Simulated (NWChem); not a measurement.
# MoN₂H₂Cl₂; SMILES [NH]=[Mo](=[NH])([Cl])[Cl]

Computed with NWChem. Not confirmed as a minimum by frequencies. def2 effective core potentials on Mo; no spin-orbit coupling. The level has its own optimisation.

Q: Predict the results for PBE-D3(BJ)/def2-SVP (core potentials). Quantities: r Mo–N (Å); r Cl–Mo (Å); r H–N (Å); dipole (D).

A: The r Mo–N (Å) comes out as 1.732 and the r Cl–Mo (Å) is 2.294. The r H–N (Å) comes out as 1.028 and the dipole (D) is 3.31.
